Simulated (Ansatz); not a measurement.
Total energies of Sn₂Ge₂ (the lowest singlet isomer of a short search) from Ansatz at PBE-D4/def2-TZVP, gas phase (1 Eh = 27.2114 eV = 2625.5 kJ/mol). The reference geometry is relaxed at PBE0-D4/def2-SVP.

Cartesian coordinates in Å:
```
Ge -1.0324 0.6259 0.3168
Ge -1.4097 -1.5831 -0.5125
Sn 1.1952 -0.8741 -0.4241
Sn 1.2469 1.8314 0.6199
```

```
                 state                     geometry  energy (Eh)
      charge 0 singlet                    reference  -4582.08590
      charge 1 doublet                    reference  -4581.81861
      charge 0 triplet  relaxed at PBE0-D4/def2-SVP  -4582.05718
      charge 0 quintet  relaxed at PBE0-D4/def2-SVP  -4582.00706
free Ge atom (triplet)                            –  -2076.60177
free Sn atom (triplet)                            –   -214.24935
```

In the def2 sets Sn takes a core potential; there is no spin–orbit coupling.

Problem. Work out the vertical ionisation energy to the doublet.

Solution. E(charge 1 doublet) − E(charge 0 singlet) = -4581.81861 − (-4582.08590) = 0.26729 Eh = 7.27 eV. For comparison, −ε of the highest occupied level is 4.97 eV at this level, 2.30 eV less.

Problem. Which of the charge 0 states is lowest, and how far above it are the others?

Solution. The singlet. triplet: -4582.05718 − (-4582.08590) = 0.02872 Eh = 75.4 kJ/mol; quintet: -4582.00706 − (-4582.08590) = 0.07884 Eh = 207.0 kJ/mol. The quintet differs in its bonds from the reference.

Problem. What is the binding energy per atom against free atoms?

Solution. Atoms: 2 × (-2076.60177) + 2 × (-214.24935) = -4581.70224 Eh. Binding: -4581.70224 − (-4582.08590) = 0.38366 Eh = 10.44 eV, or 2.61 eV for each of 4 atoms (no zero-point energy, no counterpoise term).

The structure comes from a short search, and lower isomers may exist.
